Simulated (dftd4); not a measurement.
C5H6, charge +1, doublet, geometry from GFN2-xTB (a state made from the parent by changing its charge; the spin is typed, not shown lowest); D4 for b97d (dftd4).

Here is a job for dftd4.
```
$ dftd4 mol.xyz --func b97d --charge 1 --json dftd4.json --noedisp --grad

# file mol.xyz
11

C     -0.98790887     0.71868394    -0.17988334
C      0.34059255     1.13588000    -0.13658648
C      1.21963298    -0.02978501     0.09899907
C      0.25863393    -1.15051388     0.18522641
C     -1.03765990    -0.66921693     0.01546550
H     -1.84043208     1.35716711    -0.33774019
H      0.69208927     2.14820718    -0.25459189
H      1.82671568     0.07629131     1.00725328
H      1.95930614    -0.16875085    -0.69993736
H      0.53700300    -2.17822320     0.35435878
H     -1.93442621    -1.26498019     0.03133043
```

What the program printed (banner, timings and long lists left out):

```
                    ____  _____ _____     ____  _  _
      -------------|  _ \|  ___|_   _|---|  _ \| || |------------
     |             | | | | |_    | | ___ | | | | || |_           |
     |             | |_| |  _|   | ||___|| |_| |__   _|          |
     |             |____/|_|     |_|     |____/   |_|            |
     |             ===================================           |
     |            E. Caldeweyher, S. Ehlert & S. Grimme          |
     |          Mulliken Center for Theoretical Chemistry        |
     |                    University of Bonn                     |
      -----------------------------------------------------------

Rational (Becke-Johnson) damping: b97d-D4-ATM
---------------------
  s6         1.0000
  s8         1.6946
  s9         1.0000
  a1         0.2890
  a2         4.1341
 alp        16.0000
--------------------

Dispersion energy:      -3.0080593595021E-02 Eh

Gradient norm:           2.4541788434653E-03 Eh/a0
--------------------------------------------------
     #    Z           dE/dx      dE/dy      dE/dz
--------------------------------------------------
     1    6 C    -8.713E-04  5.703E-04 -1.495E-04
     2    6 C     2.280E-04  8.860E-04 -1.095E-04
     3    6 C     9.681E-04 -2.364E-05  7.858E-05
     4    6 C     1.642E-04 -8.956E-04  1.413E-04
     5    6 C    -9.106E-04 -5.268E-04  4.895E-06
     6    1 H    -3.190E-04  2.424E-04 -5.957E-05
     7    1 H     1.228E-04  4.236E-04 -5.127E-05
     8    1 H     4.162E-04  1.627E-05  2.216E-04
     9    1 H     4.452E-04 -3.730E-05 -1.516E-04
    10    1 H     9.224E-05 -4.289E-04  6.872E-05
    11    1 H    -3.358E-04 -2.264E-04  6.411E-06
--------------------------------------------------

Virial:
--------------------------------------------------
      component           x          y          z
--------------------------------------------------
          x       1.155E-02  6.780E-05  8.390E-04
          y       6.780E-05  9.953E-03 -1.335E-03
          z       8.390E-04 -1.335E-03  8.747E-04
--------------------------------------------------

[Info] Dispersion results written to 'dftd4.txt'
[Info] JSON dump of results written to 'dftd4.json'
```
